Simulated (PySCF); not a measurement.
**Spinor energies of Ge²⁴⁺ (germanium, charge +24)**

Start: [He] 2s2 2p4; 2p1/2 filled at m_j = -1/2, +1/2; 2p3/2 filled at m_j = +1/2, +3/2. Calculated with PySCF 2.14 in an even-tempered Gaussian basis (17 s from 7.2 bohr⁻², ratio 2.4; 12 p from 9.4 bohr⁻², ratio 2.4; 5 d from 37 bohr⁻², ratio 2.6; 4 f from 55 bohr⁻², ratio 2.6): generalised Hartree-Fock with the X2C-1e Hamiltonian and a Gaussian nucleus; one run each with spin-orbit coupling (SO) switched off, then screened by Boettger's factors.

```json
{"spinor shell": "1s1/2", "electrons": "2", "ε, spin-free (eV)": "-12495.5", "ε, screened SO (eV)": "-12493.7", "weight of nominal j (screened SO)": "1.000", "rms radius, screened SO (bohr)": "0.0540"}
{"spinor shell": "2s1/2", "electrons": "2", "ε, spin-free (eV)": "-2594.4", "ε, screened SO (eV)": "-2593.9", "weight of nominal j (screened SO)": "1.000", "rms radius, screened SO (bohr)": "0.218"}
{"spinor shell": "2p1/2", "electrons": "2", "ε, spin-free (eV)": "-2455.1", "ε, screened SO (eV)": "-2474.9", "weight of nominal j (screened SO)": "0.905", "rms radius, screened SO (bohr)": "0.190"}
{"spinor shell": "2p3/2", "electrons": "2", "ε, spin-free (eV)": "-2455.1", "ε, screened SO (eV)": "-2443.0", "weight of nominal j (screened SO)": "0.922", "rms radius, screened SO (bohr)": "0.193"}
```

```csv
quantity,spin-free,screened SO
E (hartree),-1638.35861,-1639.10835
M_J,2,2
⟨J²⟩,6.000,6.000
⟨L²⟩,2.000,2.704
⟨S²⟩,2.000,1.649
```

Each row is a mean over spinors that exchange with the open shell spreads, by up to 40.805 eV (2s1/2).

Without spin-orbit coupling the j labels of p, d and f shells carry no meaning; the spin-free column gives the mean over the occupied spinors of each nl shell.
